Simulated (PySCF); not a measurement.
C2H4BBr, SMILES C=CBBr. Atoms are numbered in the order given.

```xyz
8

B     -1.0513    -0.5055     0.0000
H     -2.2254    -0.2501     0.0000
Br     0.1233     1.0227     0.0000
C     -0.5101    -1.9499     0.0000
C      0.7942    -2.2848     0.0000
H     -1.2449    -2.7653     0.0000
H      1.1311    -3.3269     0.0000
H      1.5746    -1.5162     0.0000
```

The structure is a stationary point at B3LYP-D3(BJ)/def2-SVP. The structure was generated by enumeration, and PubChem lists no compound with its InChIKey, so it may never have been made. The values are those of a single conformer.

Two levels are set side by side: PBE/pcSseg-1 (PySCF) and B3LYP/pcSseg-1 (PySCF). GIAO shifts against BF3 (¹¹B), TMS (¹H), TMS (¹³C) at the same level; non-relativistic, no solvent, atoms listed together averaged. Without spin–orbit terms, shifts of atoms bonded to Cl or Br come out too high at both levels. Differences are taken from unrounded values.

| quantity | B3LYP |
|---|---|
| δ(¹¹B) of B1 (ppm) | 59.7 |
| δ(¹H) of H2 (ppm) | 7.23 |
| δ(¹³C) of C4 (ppm) | 148.1 |
| δ(¹³C) of C5 (ppm) | 158.8 |
| δ(¹H) of H6 (ppm) | 7.33 |

Problem. What does PBE give, and how far is it from B3LYP? (Estimate from the structure and the level; the computed values follow.)

Solution. 
```csv
quantity,PBE,PBE minus B3LYP
δ(¹¹B) of B1 (ppm),58.5,-1.2
δ(¹H) of H2 (ppm),7.44,0.21
δ(¹³C) of C4 (ppm),148.1,0.0
δ(¹³C) of C5 (ppm),156.3,-2.5
δ(¹H) of H6 (ppm),7.56,0.23
```

Rough cost on one machine, each run with all the roots and properties that it gave: B3LYP against PBE within a factor of 2.
